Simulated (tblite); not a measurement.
Record of a relaxation.

Species: C6H14Si2.
Atom-mapped SMILES: `[CH3:1][C@@H:2]1[C@@H:3]2[CH2:4][C@@:5]1([CH3:6])[SiH2:7][SiH2:8]2` (hydrogens: H9, H10, H11 on C1; H12 on C2; H13 on C3; H14, H15 on C4; H16, H17, H18 on C6; H19, H20 on Si7; H21, H22 on Si8)

Computed with GFN2-xTB (tblite), gas phase: L-BFGS steps from a force-field or distance-geometry start until the largest atomic force falls under 0.01 eV/Å. 5 of its 87 geometries are shown.

Step 0: E = -636.0959 eV, largest atomic force 3.002 eV/Å
```
atom  x, y, z in Å  |  force x, y, z in eV/Å
C1      1.664   -0.820   -1.110   -0.043  -0.487  -0.464
C2      0.491    0.087   -0.802    0.455   0.056  -0.719
C3      0.924    1.082    0.279   -1.456   0.404  -0.907
C4      0.426    0.056    1.240    1.090  -0.274   2.784
C5     -0.489   -0.533    0.210    0.097   1.502  -0.074
C6     -0.749   -1.962    0.138   -0.185  -2.574  -0.965
Si7    -1.949    0.657    0.264   -0.428   0.508   0.279
Si8    -0.452    2.357    0.086   -0.341   0.532   0.203
H9      1.826   -1.487   -0.250    0.154   0.231  -0.446
H10     2.558   -0.207   -1.232   -0.043  -0.259  -0.308
H11     1.480   -1.450   -2.001    0.281   0.376   0.334
H12     0.010    0.581   -1.656    0.443  -0.568  -0.486
H13     1.920    1.425    0.308    1.156   0.127   0.067
H14    -0.049    0.491    2.131    0.153  -0.412   0.291
H15     1.263   -0.609    1.562   -0.682   0.238   0.023
H16    -1.740   -2.134   -0.332    0.487  -0.192   0.375
H17     0.003   -2.437   -0.542   -0.659   0.039   0.509
H18    -0.694   -2.533    1.082   -0.177   0.530  -0.245
H19    -2.611    0.664    1.562   -0.235  -0.287   0.001
H20    -2.811    0.560   -0.879   -0.521  -0.331  -0.354
H21    -0.478    2.946   -1.240    0.259   0.333  -0.134
H22    -0.552    3.284    1.183    0.194   0.509   0.238
```

Step 22: E = -636.8328 eV, largest atomic force 0.140 eV/Å
```
atom  x, y, z in Å  |  force x, y, z in eV/Å
C1      1.712   -0.815   -1.187   -0.039  -0.008  -0.012
C2      0.536    0.081   -0.826   -0.029   0.059   0.042
C3      0.879    1.112    0.267   -0.063   0.020   0.123
C4      0.418    0.068    1.297    0.015  -0.053   0.064
C5     -0.485   -0.505    0.186   -0.033   0.015   0.057
C6     -0.788   -1.996    0.182   -0.014  -0.010  -0.024
Si7    -2.007    0.683    0.202    0.027  -0.049   0.000
Si8    -0.487    2.447    0.131    0.006   0.005   0.068
H9      1.998   -1.438   -0.343    0.100   0.046  -0.023
H10     2.563   -0.197   -1.472   -0.008  -0.052  -0.009
H11     1.473   -1.468   -2.024   -0.043  -0.008  -0.023
H12     0.116    0.503   -1.746    0.008  -0.085  -0.064
H13     1.914    1.447    0.341   -0.015  -0.033  -0.068
H14    -0.058    0.408    2.222   -0.014   0.069  -0.087
H15     1.216   -0.619    1.581    0.039   0.006  -0.046
H16    -1.762   -2.183   -0.270    0.051  -0.066   0.004
H17    -0.047   -2.565   -0.381   -0.012   0.047   0.068
H18    -0.808   -2.388    1.200   -0.038   0.068  -0.052
H19    -2.759    0.437    1.448    0.033   0.045  -0.106
H20    -2.921    0.378   -0.909    0.072   0.042   0.021
H21    -0.327    3.204   -1.119   -0.008  -0.041   0.013
H22    -0.386    3.424    1.220   -0.034  -0.017   0.055
```

Step 43: E = -636.9105 eV, largest atomic force 0.133 eV/Å
```
atom  x, y, z in Å  |  force x, y, z in eV/Å
C1      1.671   -0.821   -1.277   -0.024   0.038   0.016
C2      0.508    0.059   -0.831    0.043   0.050  -0.017
C3      0.891    1.096    0.248    0.030  -0.002   0.006
C4      0.451    0.069    1.301   -0.049  -0.030  -0.011
C5     -0.479   -0.514    0.224    0.026  -0.003  -0.130
C6     -0.771   -1.998    0.282   -0.013   0.015   0.000
Si7    -1.988    0.681    0.138    0.042   0.063  -0.029
Si8    -0.475    2.438    0.230    0.023   0.029  -0.023
H9      2.211   -1.240   -0.431   -0.053  -0.012  -0.015
H10     2.372   -0.217   -1.857   -0.021  -0.012   0.048
H11     1.332   -1.634   -1.920   -0.046   0.022   0.086
H12     0.046    0.466   -1.740   -0.027  -0.015   0.010
H13     1.932    1.415    0.274    0.011   0.014  -0.013
H14    -0.006    0.440    2.218   -0.039   0.049   0.080
H15     1.240   -0.627    1.581    0.079  -0.015  -0.035
H16    -1.559   -2.270   -0.417    0.016  -0.025  -0.073
H17     0.109   -2.598    0.059    0.034   0.000   0.021
H18    -1.111   -2.254    1.284   -0.031  -0.038   0.029
H19    -2.933    0.452    1.231   -0.012  -0.044   0.059
H20    -2.711    0.479   -1.123   -0.031  -0.059  -0.017
H21    -0.306    3.337   -0.918   -0.002  -0.024   0.005
H22    -0.434    3.260    1.444    0.042  -0.001   0.003
```

Step 64: E = -636.9362 eV, largest atomic force 0.056 eV/Å
```
atom  x, y, z in Å  |  force x, y, z in eV/Å
C1      1.632   -0.841   -1.265   -0.007   0.016   0.017
C2      0.502    0.081   -0.834   -0.005   0.017  -0.003
C3      0.894    1.113    0.244   -0.014   0.000   0.010
C4      0.461    0.079    1.297    0.013   0.031   0.012
C5     -0.477   -0.497    0.219    0.023  -0.003   0.035
C6     -0.746   -1.985    0.245    0.008  -0.015   0.012
Si7    -1.994    0.684    0.165    0.002  -0.006  -0.004
Si8    -0.479    2.448    0.241    0.055   0.001   0.012
H9      2.160   -1.242   -0.404    0.030  -0.020  -0.019
H10     2.349   -0.295   -1.878   -0.017   0.009   0.008
H11     1.243   -1.671   -1.853    0.020   0.025   0.002
H12     0.035    0.487   -1.739    0.008   0.005  -0.039
H13     1.933    1.445    0.259   -0.027  -0.045   0.011
H14     0.011    0.451    2.221    0.003  -0.014  -0.005
H15     1.259   -0.616    1.567   -0.019   0.031  -0.026
H16    -1.349   -2.289   -0.608    0.001   0.017  -0.010
H17     0.182   -2.555    0.231    0.004  -0.043   0.012
H18    -1.285   -2.244    1.155   -0.037  -0.021   0.012
H19    -2.908    0.426    1.284    0.029   0.003  -0.013
H20    -2.728    0.430   -1.081   -0.037   0.020   0.011
H21    -0.328    3.336   -0.917   -0.014   0.003  -0.015
H22    -0.378    3.274    1.451   -0.020  -0.012  -0.019
```

Step 86: E = -636.9424 eV, largest atomic force 0.010 eV/Å
```
atom  x, y, z in Å  |  force x, y, z in eV/Å
C1      1.645   -0.833   -1.261    0.001   0.002   0.002
C2      0.505    0.077   -0.832   -0.004  -0.001  -0.003
C3      0.892    1.111    0.246    0.003  -0.004  -0.003
C4      0.458    0.078    1.298    0.000  -0.005   0.000
C5     -0.475   -0.502    0.219   -0.003   0.001  -0.002
C6     -0.755   -1.990    0.235    0.001   0.003   0.001
Si7    -1.990    0.684    0.184   -0.002  -0.006  -0.003
Si8    -0.475    2.448    0.223    0.001  -0.002   0.001
H9      2.168   -1.253   -0.406    0.001   0.003   0.001
H10     2.365   -0.268   -1.852   -0.001   0.000  -0.002
H11     1.272   -1.653   -1.874   -0.002   0.006   0.001
H12     0.041    0.479   -1.742    0.001   0.003  -0.005
H13     1.932    1.434    0.265    0.005  -0.003   0.002
H14     0.007    0.446    2.222   -0.002   0.000   0.002
H15     1.259   -0.613    1.564    0.008  -0.002   0.005
H16    -1.290   -2.286   -0.666   -0.002   0.002   0.001
H17     0.164   -2.572    0.293    0.001   0.002   0.004
H18    -1.371   -2.245    1.096    0.002  -0.001  -0.003
H19    -2.849    0.427    1.347   -0.007   0.004   0.002
H20    -2.792    0.441   -1.021   -0.001  -0.002   0.002
H21    -0.334    3.312   -0.955   -0.001  -0.002  -0.003
H22    -0.387    3.298    1.416    0.001   0.003   0.001
```

Problem. Summarise the path.

Solution. The energy falls by 19.52 kcal/mol from step 0 to step 86; nine tenths of that is first reached at step 29. It falls at every step. The largest force goes from 3.002 to 0.010 eV/Å. Among the bonds C5–C6 changes most, from 1.454 to 1.514 Å; the atoms move by 0.367 Å rms after alignment.

Problem. Follow the three bonds and two angles with the largest change from start to end.

Solution. 
| step | E above end (kcal/mol) | largest force (eV/Å) | C5–C6 (Å) | Si7–Si8 (Å) | C3–C4 (Å) | C1–C2–H12 (°) | Si8–Si7–H19 (°) |
| --- | --- | --- | --- | --- | --- | --- | --- |
| 0 | 19.52 | 3.002 | 1.454 | 2.272 | 1.492 | 116.8 | 111.4 |
| 4 | 7.57 | 0.578 | 1.533 | 2.286 | 1.548 | 112.0 | 113.5 |
| 7 | 5.38 | 0.343 | 1.524 | 2.312 | 1.540 | 107.7 | 114.4 |
| 11 | 3.60 | 0.232 | 1.521 | 2.313 | 1.537 | 107.9 | 117.2 |
| 15 | 3.10 | 0.151 | 1.523 | 2.318 | 1.538 | 107.7 | 117.7 |
| 19 | 2.82 | 0.143 | 1.520 | 2.333 | 1.537 | 108.4 | 118.3 |
| 22 | 2.53 | 0.140 | 1.522 | 2.329 | 1.537 | 109.0 | 119.0 |
| 26 | 2.18 | 0.151 | 1.520 | 2.324 | 1.535 | 107.7 | 119.2 |
| 30 | 1.79 | 0.163 | 1.517 | 2.327 | 1.535 | 107.8 | 119.3 |
| 34 | 1.48 | 0.159 | 1.520 | 2.325 | 1.535 | 107.5 | 118.8 |
| 37 | 1.13 | 0.132 | 1.517 | 2.317 | 1.536 | 107.0 | 119.5 |
| 41 | 0.84 | 0.091 | 1.514 | 2.324 | 1.535 | 106.9 | 120.1 |
| 45 | 0.63 | 0.081 | 1.516 | 2.318 | 1.536 | 107.5 | 121.3 |
| 49 | 0.50 | 0.089 | 1.518 | 2.329 | 1.537 | 107.4 | 121.3 |
| 52 | 0.38 | 0.106 | 1.516 | 2.331 | 1.535 | 107.2 | 121.3 |
| 56 | 0.29 | 0.060 | 1.515 | 2.328 | 1.537 | 107.8 | 120.8 |
| 60 | 0.20 | 0.054 | 1.513 | 2.329 | 1.535 | 107.7 | 120.9 |
| 64 | 0.14 | 0.056 | 1.512 | 2.326 | 1.538 | 107.9 | 120.9 |
| 67 | 0.08 | 0.072 | 1.515 | 2.329 | 1.536 | 107.8 | 120.8 |
| 71 | 0.04 | 0.030 | 1.514 | 2.326 | 1.537 | 107.5 | 120.7 |
| 75 | 0.02 | 0.029 | 1.514 | 2.325 | 1.537 | 107.4 | 120.2 |
| 79 | 0.01 | 0.027 | 1.513 | 2.326 | 1.537 | 107.6 | 120.1 |
| 82 | 0.01 | 0.024 | 1.514 | 2.326 | 1.537 | 107.6 | 120.0 |
| 86 | 0.00 | 0.010 | 1.514 | 2.326 | 1.537 | 107.6 | 120.0 |

The cost below is that of the whole relaxation. Time: 1.5 s of wall time. Hardware: one thread of an Arm Neoverse N1, no GPU, shared host with 64 logical CPUs at a one-minute load of 61.
